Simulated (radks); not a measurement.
The numbers below are computed, except where a source is named.
Ionisation of the tantalum ion Ta+, [Xe] 4f14 5d3 6s1, to Ta2+, [Xe] 4f14 5d3, under several functionals. Scalar-relativistic Kohn-Sham, spin-unpolarised, spherical densities, finite nucleus; a radial shooting solver on a logarithmic mesh with Libxc functionals.

functional,E(Ta+) (hartree),Exc (hartree),IE (eV),-e(HOMO) (eV),<r> HOMO (bohr),IE error (eV)
AM05,-15593.1174,-306.0392,14.922,10.497,2.097,-1.278
"LDA (Slater exchange, Perdew-Wang correlation)",-15592.7589,-305.6737,15.297,10.759,2.100,-0.903
SOGGA,-15596.7624,-309.6633,14.836,10.420,2.100,-1.364
OLYP,-15607.6137,-320.7542,14.565,10.286,2.083,-1.635
exchange-only r2SCAN,-15599.2488,-310.9677,13.739,9.394,2.119,-2.461
MS2 meta-GGA,-15601.4730,-313.8554,14.889,10.478,2.100,-1.311
TASK exchange with Perdew-Wang LDA correlation,-15601.4880,-312.7832,13.802,10.060,2.058,-2.398
Wu-Cohen GGA,-15600.8500,-313.7552,14.961,10.544,2.099,-1.239
B86b exchange with PBE correlation,-15603.1773,-316.0863,15.000,10.513,2.103,-1.200
exchange-only LDA,-15585.2878,-298.1152,14.278,9.545,2.133,-1.922
exchange-only PBE,-15597.6759,-310.5186,14.389,9.602,2.141,-1.811
PW91,-15603.5691,-316.4825,15.027,10.558,2.102,-1.173

NIST Atomic Spectra Database: 16.2 eV (semi-empirical). Closest: LDA (Slater exchange, Perdew-Wang correlation). The Delta-SCF values span 1.56 eV, the total energies 22.33 hartree. The highest occupied level is 5d. Spin polarisation and multiplet splitting are left out, so open shells lie too high by an amount that depends on their filling. Spin-orbit splitting is averaged out at the scalar-relativistic level.

Beside tabulated values, note that spin-unpolarised runs miss the spin-polarisation part of the exchange energy of open shells.
